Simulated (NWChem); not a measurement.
Correlation energy of ClTl

```xyz
2

Tl     0.0000     0.0000    -0.4371
Cl     0.0000     0.0000     2.0825
```
Charge 0, spin multiplicity 1.

Everything below was run with NWChem. The geometry was optimised at PBE0/def2-SVP with def2 effective core potentials on Tl, a minimum by its harmonic frequencies.

Basis set: def2-SVP. Each correlation energy counts from its own Hartree-Fock reference.

Effective core potentials replace the inner electrons of Tl; spin-orbit coupling is left out. The correlated methods keep 9 core orbitals frozen. The structure started from a generated list of species. Coupled-cluster values serve here as a point of comparison, not as the truth.

```
method        correlation energy (mHa)
------------  ------------------------
MP2                         (withheld)
SCS-MP2                     (withheld)
CR-CCSD[T]                      -222.5
CR-CCSD(T)                      -222.2
CCSD                            -217.3
CCSD+T(CCSD)                    -223.5
CCSD(T)                     (withheld)
```

**Question.** Some entries are withheld; supply them.

**Answer.** 
- MP2, correlation energy (mHa): -194.7
- SCS-MP2, correlation energy (mHa): -189.7
- CCSD(T), correlation energy (mHa): -223.1
